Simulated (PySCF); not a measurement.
Ionisation energy of In³⁴⁺ by level of theory

In³⁴⁺ [Ne] 3s2 3p3 (4S) → In³⁵⁺ [Ne] 3s2 3p2 (3P), as a difference of total energies. All numbers are calculated (PySCF 2.14, the spin-free X2C one-electron Hamiltonian (Gaussian nucleus), in an even-tempered Gaussian basis (18 s from 5.6 bohr⁻², ratio 2.5; 12 p from 7.3 bohr⁻², ratio 2.5; 5 d from 30 bohr⁻², ratio 2.7; 4 f from 45 bohr⁻², ratio 2.7)). Correlated levels: outer shells: 1s2 frozen; virtual orbitals above 40 to 60 times the deepest correlated orbital energy dropped. The calculations carry no spin-orbit coupling.

```
                method  ionisation energy (eV)
                   UHF                  2214.4
    MP2 (outer shells)                  2214.9
SCS-MP2 (outer shells)                  2214.6
   CCSD (outer shells)                  2214.7
CCSD(T) (outer shells)                  2214.7
```

Spin-orbit coupling is strong in these open shells (close to jj coupling). The scalar numbers leave it out and a first-order estimate fails, so it can dominate the gap to the real levels.

Breit and QED terms and the two-electron picture change are absent.

For comparison: 2207 ± 8 eV (semi-empirical (NIST evaluation); NIST Atomic Spectra Database, ionization energies).
